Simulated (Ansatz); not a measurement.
`[BH2][AlH][O]C` + HCl → `C[O][AlH][Cl]` + BH₃ at 600 K and 1 bar (cleavage of the Al–B bond).

Computed with Ansatz on PBE0-D4/def2-TZVP structures; ΔE is electronic, products minus reactants. CBS: MP2 limit from def2 TZ/QZ plus the TZ coupled-cluster correction, frozen cores. This one scheme is used for every species. One conformer a species, not always the lowest.

```csv
species,CCSD(T)/CBS energy (Eh),H − E (kJ/mol),S (J/(mol·K))
`[BH2][AlH][O]C`,-383.62766,238.3,431.6
HCl,-460.38127,35.4,207.2
`C[O][AlH][Cl]`,-817.53357,183.2,404.7
BH₃,-26.55200,91.5,217.3
```

H − E and S are ideal-gas, rigid-rotor, harmonic terms from PBE0-D4/def2-TZVP, for one conformer and one mirror image of each species. 1 Eh = 2625.50 kJ/mol, R = 8.31446 J/(mol·K).

Q: By hand: ΔE, ΔH, ΔS and ΔG.

A: ΔE = (-817.53357) + (-26.55200) − (-383.62766) − (-460.38127) = -0.07664 Eh = -201.2 kJ/mol. Δ(H − E) = 183.2 + 91.5 − 238.3 − 35.4 = 1.0, so ΔH = -200.2 kJ/mol. ΔS = 404.7 + 217.3 − 431.6 − 207.2 = -16.8 J/(mol·K). ΔG = -200.2 − 600 × (-16.8)/1000 = -190.1 kJ/mol.

Q: By hand: the equilibrium constant, and the temperature at which ΔG would vanish if ΔH and ΔS stayed fixed.

A: log₁₀ K = −ΔG/(RT ln 10) = 16.5. ΔG = 0 at ΔH/ΔS = 11917 K, far beyond where these terms or the molecules hold.

ΔH outweighs TΔS. A doubt of 5 kJ/mol in ΔE shifts log₁₀ K by 0.4 here. Other conformers and mirror images would add mixing entropy, several J/(mol·K) or more a flexible species. These are equilibria of isolated gas molecules and say nothing of rates. Largest T1 diagnostic: 0.012 (customary marks: 0.02 for closed shells, 0.045 for open ones).
